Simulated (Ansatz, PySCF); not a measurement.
Molecule: CuF (charge 0, singlet). SMILES: [Cu][F]
Geometry: optimised at B3LYP-D3(BJ)/def2-TZVP (Ansatz, an electronic-structure program).

Quantity: size of the dipole moment, in D. Terms: 6-31G* and kin with 6d, 5d where marked; non-relativistic; spin-orbit terms left out; LANL2DZ with its own core potentials from Na on. First-principles rows: single points at B3LYP-D3(BJ) geometries (Ansatz).

```json
[
 {"level": "PBE/3-21G", "program": "Ansatz", "size of the dipole moment (D)": "2.36"},
 {"level": "PBE/6-31G* with LANL2DZ past Ar", "program": "Ansatz", "size of the dipole moment (D)": "4.06"},
 {"level": "BLYP/6-31G* with LANL2DZ past Ar", "program": "Ansatz", "size of the dipole moment (D)": "3.94"},
 {"level": "B3LYP/6-31G", "program": "Ansatz", "size of the dipole moment (D)": "4.35"},
 {"level": "B3LYP/6-31G*", "program": "Ansatz", "size of the dipole moment (D)": "4.19"},
 {"level": "B3LYP/6-31G* with LANL2DZ past Ar", "program": "Ansatz", "size of the dipole moment (D)": "4.63"},
 {"level": "PBE0/6-31G* with LANL2DZ past Ar", "program": "Ansatz", "size of the dipole moment (D)": "4.89"},
 {"level": "M06-2X/6-31G* with LANL2DZ past Ar (5d)", "program": "PySCF", "size of the dipole moment (D)": "5.33"}
]
```

No value to compare with is used here. The 8 habitual levels span 2.36 (PBE/3-21G) to 5.33 D (M06-2X/6-31G* with LANL2DZ past Ar (5d)).

The levels are drawn from those run, B3LYP/6-31G* more often than the rest, none by its result; runs whose electronic state is in doubt are left out.
